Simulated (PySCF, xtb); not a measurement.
CsF, SMILES [F][Cs] (connectivity only; charge and spin as stated), charge +1, multiplicity 2.

Harmonic wavenumbers (cm⁻¹) from xtb 6.7.1 with GFN2-xTB at its own minimum, in rising order: 68.

Problem. What does PySCF with PBE0-D3(BJ)/def2-TZVPD give at its own minimum? (The exact figures need the calculation; the answer reports its results.)

Solution. 49. Paired by order, the mean absolute difference is 19 cm⁻¹ and the zero-point energies are 0.1 and 0.1 kcal/mol.
